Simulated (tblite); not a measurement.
C₇H₁₆NP.
Atom-mapped SMILES: `[CH3:1][CH2:2]/[C:3]([CH3:4])=[P:5]/[CH2:6][N:7]([CH3:8])[CH3:9]` (hydrogens: H10, H11, H12 on C1; H13, H14 on C2; H15, H16, H17 on C4; H18, H19 on C6; H20, H21, H22 on C8; H23, H24, H25 on C9)

Structure used (GFN2-xTB), in Å, numbered top down from 1:
```
atom  x, y, z in Å
C1    -3.748   -0.059    0.267
C2    -2.631    0.966    0.057
C3    -1.278    0.318    0.111
C4    -0.949   -0.631   -0.996
P5    -0.294    0.694    1.424
C6     1.221   -0.382    1.144
N7     1.951   -0.051   -0.062
C8     2.977   -1.036   -0.336
C9     2.504    1.284   -0.002
H10   -4.718    0.431    0.247
H11   -3.626   -0.551    1.229
H12   -3.729   -0.817   -0.513
H13   -2.770    1.450   -0.914
H14   -2.701    1.732    0.833
H15   -1.560   -0.419   -1.872
H16    0.102   -0.558   -1.263
H17   -1.146   -1.660   -0.686
H18    1.853   -0.285    2.047
H19    0.889   -1.423    1.085
H20    3.729   -1.098    0.466
H21    3.482   -0.774   -1.266
H22    2.516   -2.016   -0.455
H23    3.257    1.394    0.794
H24    1.695    1.992    0.184
H25    2.965    1.524   -0.959
```

Calculated harmonic vibrations of the isolated species, GFN2-xTB (tblite), most abundant isotopes, no scaling. Errors from tens to a few hundred cm⁻¹ against measured bands are possible. One conformer, not necessarily the lowest.

Harmonic wavenumbers (cm⁻¹): 49.2, 65.0, 72.0, 88.5, 131.9, 171.2, 202.3, 223.3, 232.0, 253.8, 261.9, 310.3, 375.1, 382.2, 408.9, 453.6, 486.3, 704.9, 749.5, 824.1, 850.6, 893.8, 961.6, 996.6, 1033.1, 1037.7, 1051.7, 1052.9, 1074.3, 1078.3, 1114.1, 1164.7, 1216.9, 1228.2, 1253.4, 1260.9, 1285.2, 1301.7, 1346.1, 1391.6, 1405.7, 1410.1, 1422.3, 1450.3, 1471.8, 1475.6, 1478.9, 1484.4, 1486.3, 1494.4, 1495.4, 1501.1, 1505.4, 2777.3, 2848.1, 2857.3, 2931.2, 2936.2, 2966.5, 2969.4, 2991.3, 3006.0, 3010.2, 3011.6, 3017.2, 3031.7, 3033.5, 3035.5, 3040.8.

A = 2779, B = 694.5, C = 638.8 MHz; mass 145.102 u (most abundant isotopes); point group C1, symmetry number 1.

Question: What is the zero-point energy?

Answer: ½Σν̃ = 47792 cm⁻¹ = 571.73 kJ/mol.

Question: Entropy at 200 K, 1 bar (ideal gas, RRHO, classical rotation)?

Answer: Translation 162.63, rotation 120.31, vibration 111.84: S = 394.8 J/(mol K).

Question: And Cp and H(200 K) − H(0)?

Answer: Cp = 147.71 J/(mol K), of which vibrations give 114.46 (their classical limit is 69 R = 573.7); H(200 K) − H(0) = 18.83 kJ/mol without the zero-point energy, 12.18 from vibrations.

Question: What must be added to the electronic energy to get the Gibbs energy at 200 K and 1 bar?

Answer: ZPE + [H(200 K) − H(0)] − T·S = 571.73 + 18.83 − 78.96 = 511.60 kJ/mol.

Question: Which modes carry the vibrational entropy at 200 K?

Answer: 49.2 cm⁻¹: 16.99; 65.0 cm⁻¹: 14.71; 72.0 cm⁻¹: 13.88; 88.5 cm⁻¹: 12.21; 131.9 cm⁻¹: 9.06; 171.2 cm⁻¹: 7.09 J/(mol K); the other 63 give 37.91 together.

Question: Blend soft modes into free rotors: weight 1/[1 + (100 cm⁻¹/ν̃)⁴] for the oscillator and the rest for a rotor with moment μB/(μ + B), μ = h/(8π²ν), B = 10⁻⁴⁴ kg m². What vibrational entropy results?

Answer: 103.91 J/(mol K) in place of 111.84, which changes −T·S at 200 K by +1.59 kJ/mol.

Question: How do the functions run with temperature in this model?

Answer: 
```
 T (K)  S (J/(mol K))  Cp (J/(mol K))  H − H(0) (kJ/mol)  G − H(0) (kJ/mol)  ln q(vib)
   150          355.6           125.4              12.00             -41.34       4.27
   250          430.1           170.1              26.77             -80.76       7.93
298.15          462.0           193.1              35.51            -102.24       9.62
   400          525.9           243.7              57.77            -152.58      13.08
   600          641.8           329.7             115.52            -269.55      19.61
   900          793.5           418.0             228.69            -485.48      28.83
```

q(vib) and H(0) count from the zero-point level.

Hindered rotation and anharmonicity are outside this model. Other conformers, if any are populated, would add a mixing term that is left out. The structure is chiral; the term R ln 2 for an equal mix with its mirror image is left out.

Hardware: an x86-64 server with one thread, no GPU, on a shared host. This covers the Hessian and the dipole derivatives.
